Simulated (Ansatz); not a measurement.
Calculated with Ansatz (gas phase, PBE0-D4/def2-TZVP geometries, no zero-point term in ΔE). CCSD(T)/CBS is the MP2 limit (def2-TZVPP, def2-QZVPP) plus CCSD(T) − MP2 in def2-TZVPP, frozen cores. This one scheme is used for every species. One conformer a species, not always the lowest.

Consider the formal exchange of groups at the Si–O bond: `O[SiH2]OBF` + `OCO` → `O[SiH2]C(O)O` + `OBF`.

`O[SiH2]OBF`:

Z-matrix (Å, degrees):
```
Si
O 1 1.648
O 1 1.635 2 113.0
H 1 1.474 2 107.4 3 116.7
H 1 1.482 2 105.9 3 -122.1
B 2 1.341 1 138.5 3 5.3
H 3 0.958 1 119.3 2 -76.3
F 6 1.325 2 118.3 1 -177.8
H 6 1.197 2 123.4 1 2.7
```

`OCO`:

```xyz
7

O    -1.142    0.403   -0.136
C     0.229    0.184   -0.287
O     0.740   -0.727    0.640
H    -1.593   -0.434   -0.282
H     0.691    1.172   -0.188
H     0.471   -0.237   -1.268
H     0.605   -0.361    1.520
```

`O[SiH2]C(O)O`:

Cartesian coordinates in Å:
```
O -1.501 1.072 -0.644
Si -0.994 -0.492 -0.475
C 0.674 -0.411 0.437
O 1.564 0.207 -0.466
O 0.557 0.317 1.636
H -0.980 1.616 -1.238
H -0.844 -1.180 -1.785
H -2.008 -1.167 0.367
H 1.051 -1.394 0.745
H 2.417 0.307 -0.027
H 0.064 1.124 1.450
```

`OBF`:

```xyz
5

O    -0.266    0.018   -0.968
B     0.102   -0.273    0.292
F     0.265    0.700    1.186
H    -0.387    0.961   -1.124
H     0.285   -1.406    0.615
```

| species | SCS-MP2/def2-QZVPP energy (Eh) |
| --- | --- |
| `O[SiH2]OBF` | -566.50040 |
| `OCO` | -190.71242 |
| `O[SiH2]C(O)O` | -556.16187 |
| `OBF` | -200.99943 |

Work out ΔE.

ΔE = (-556.16187) + (-200.99943) − (-566.50040) − (-190.71242) = 0.05152 Eh = +32.3 kcal/mol. CCSD(T)/CBS gives +30.7 kcal/mol.

Largest T1 diagnostic among the species: 0.013.

The D4 term adds −1.0 kcal/mol with B3LYP and −0.5 kcal/mol with PBE0; it sums over pairs of atoms, weighted by their polarisabilities, and B3LYP, whose exchange is more repulsive, gets the larger term. From PBE to PBE0 (25 % exact exchange), in def2-TZVPP and without D4, ΔE moves by +2.1 kcal/mol.

B3LYP here is the variant with VWN-RPA as its local correlation; programs differ in this.
